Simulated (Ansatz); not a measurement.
`[SiH3]CCS` + H₂ → `CCS` + SiH₄ at 298.15 K and 1 bar (hydrogenolysis of a C–Si bond).

Isolated molecules relaxed with PBE0-D4/def2-TZVP in Ansatz; ΔE leaves out vibrations. CCSD(T)/CBS adds triple-zeta CCSD(T) − MP2 to the extrapolated MP2 energy (def2 sets, frozen cores). This one scheme is used for every species. One conformer a species, not always the lowest.

```json
{"species": "`[SiH3]CCS`", "CCSD(T)/CBS energy (Eh)": "-767.76734", "H − E (kJ/mol)": "256.5", "S (J/(mol·K))": "340.2"}
{"species": "H₂", "CCSD(T)/CBS energy (Eh)": "-1.17544", "H − E (kJ/mol)": "35.1", "S (J/(mol·K))": "130.4"}
{"species": "`CCS`", "CCSD(T)/CBS energy (Eh)": "-477.49091", "H − E (kJ/mol)": "211.5", "S (J/(mol·K))": "284.3"}
{"species": "SiH₄", "CCSD(T)/CBS energy (Eh)": "-291.46306", "H − E (kJ/mol)": "92.1", "S (J/(mol·K))": "204.8"}
```

H − E and S are ideal-gas, rigid-rotor, harmonic terms from PBE0-D4/def2-TZVP, for one conformer and one mirror image of each species. For small species the MP2-based limit differs from directly extrapolated CCSD(T) by up to some mEh (0.8 for H₂); such offsets cancel only in part. 1 Eh = 2625.50 kJ/mol, R = 8.31446 J/(mol·K).

Problem. By hand: ΔE, ΔH, ΔS and ΔG.

Solution. ΔE = (-477.49091) + (-291.46306) − (-767.76734) − (-1.17544) = -0.01119 Eh = -29.4 kJ/mol. Δ(H − E) = 211.5 + 92.1 − 256.5 − 35.1 = 12.0, so ΔH = -17.4 kJ/mol. ΔS = 284.3 + 204.8 − 340.2 − 130.4 = 18.5 J/(mol·K). ΔG = -17.4 − 298.15 × (18.5)/1000 = -22.9 kJ/mol.

Problem. By hand: the equilibrium constant, and the temperature at which ΔG would vanish if ΔH and ΔS stayed fixed.

Solution. log₁₀ K = −ΔG/(RT ln 10) = 4.0. ΔH and −TΔS have one sign here, so there is no such temperature.

ΔH outweighs TΔS. A doubt of 5 kJ/mol in ΔE shifts log₁₀ K by 0.9 here. Other conformers and mirror images would add mixing entropy, several J/(mol·K) or more a flexible species. These are equilibria of isolated gas molecules and say nothing of rates. Largest T1 diagnostic: 0.011 (customary marks: 0.02 for closed shells, 0.045 for open ones).
